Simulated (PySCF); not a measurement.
Constitutional and geometric isomers with formula C2H4OS. Isolated molecules, 0 K electronic values unless said otherwise. One relaxed conformer stands for each flexible species; it need not be the lowest. Strings in code marks are SMILES.

The four lowest singlet excitations (Tamm–Dancoff). Calculation: PBE-D3(BJ)/def2-TZVP // r2SCAN-D4/def2-TZVP in PySCF 2.14.0. Excitations are Tamm–Dancoff values on a coarser integration grid. The basis has no diffuse functions, so Rydberg states are missing or too high.

| state | energy (eV) | wavelength (nm) | oscillator strength |
|---|---|---|---|
| S1 | 4.30 | 288 | 0.000 |
| S2 | 4.63 | 268 | 0.000 |
| S3 | 5.73 | 216 | 0.003 |
| S4 | 5.77 | 215 | 0.337 |

Problem. Which member gives these states?
A. `CC(O)=S` (S–C–O–H torsion 0°)
B. `O/C=C\S` (H–O–C–C torsion 0°, C–C–S–H torsion -99°)
C. `COC=S` (C–O–C–S torsion 0°)
D. `O/C=C/S` (H–O–C–C torsion -180°, C–C–S–H torsion 0°)

Solution. D, `O/C=C/S` (H–O–C–C torsion -180°, C–C–S–H torsion 0°)
